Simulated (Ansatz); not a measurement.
Ansatz (a program for electronic structure) input (B2PLYP/def2-TZVPD):

Ansatz 0.2 input:
```yaml
crystal:
  periodic: [false, false, false]
  atoms:
    - {symbol: C, position_ang: [2.92370418, 0.38235292, 0.40202396]}
    - {symbol: C, position_ang: [1.55220243, -0.21406690, 0.37329386]}
    - {symbol: C, position_ang: [0.52789777, 0.21767862, -0.36458966]}
    - {symbol: Si, position_ang: [-1.16166450, -0.55721825, -0.35191412]}
    - {symbol: C, position_ang: [-2.47540090, 0.65497045, 0.22312687]}
    - {symbol: H, position_ang: [3.18671737, 0.70536361, 1.41377029]}
    - {symbol: H, position_ang: [3.67486967, -0.35621913, 0.10636241]}
    - {symbol: H, position_ang: [3.00186363, 1.24074883, -0.26602370]}
    - {symbol: H, position_ang: [1.40712266, -1.07732171, 1.02066630]}
    - {symbol: H, position_ang: [0.70130103, 1.08260380, -1.00525728]}
    - {symbol: H, position_ang: [-1.12138779, -1.73775415, 0.54890305]}
    - {symbol: H, position_ang: [-1.51673062, -1.02536024, -1.71791665]}
    - {symbol: H, position_ang: [-2.50368902, 1.53309352, -0.42569757]}
    - {symbol: H, position_ang: [-2.27120043, 0.99447468, 1.24029074]}
    - {symbol: H, position_ang: [-3.46598443, 0.19581561, 0.20856990]}
basis:
  gaussian:
    orbitals: def2-TZVPD
hamiltonian:
  xc: {name: B2PLYP}
total_charge: 1
magnetization: {spin_polarized: true, initial_magnetization: 1}
correlation: {electrons: outside_noble_gas}
```

End of the output:

```
integrals: 0.75 GiB planned
1948 factors; integrals over basis functions are off by at most 9.1e-4 eV
0.45 GiB of the device are held for the grids
1.61 GiB of device memory are held for the factors and their scratch space
mean field: 2.60 GiB planned
mean field evaluation 1: about -12151.1100 eV, gradient 5.3e1 eV
mean field evaluation 2: about -12151.1355 eV, gradient 5.3e1 eV
mean field evaluation 4: about -12166.2359 eV, gradient 5.8e0 eV
mean field evaluation 8: about -12166.8257 eV, gradient 3.2e-1 eV
mean field evaluation 16: about -12166.8309 eV, gradient 3.1e-3 eV
mean field evaluation 32: about -12166.8176 eV, gradient 1.1e0 eV
mean field -12166.83093212 eV, -447.1227897814 hartree, gradient 8.9e-6 eV, S^2 0.754692; 4 other end points of the search recorded, 0 dependent functions left out
9 core orbitals not correlated
reference -12166.83113134 eV, -447.1227971022 hartree; 15, 14 occupied and 257, 258 virtual orbitals, 1948 factors
second order -24.22493092 eV of doubles, -0.00000000 eV of singles
Total energy: -12173.37186268 eV, -447.3631645458 hartree
```

This state (charge 1, doublet) is run at the relaxed geometry of the species with charge 0 and multiplicity 1.
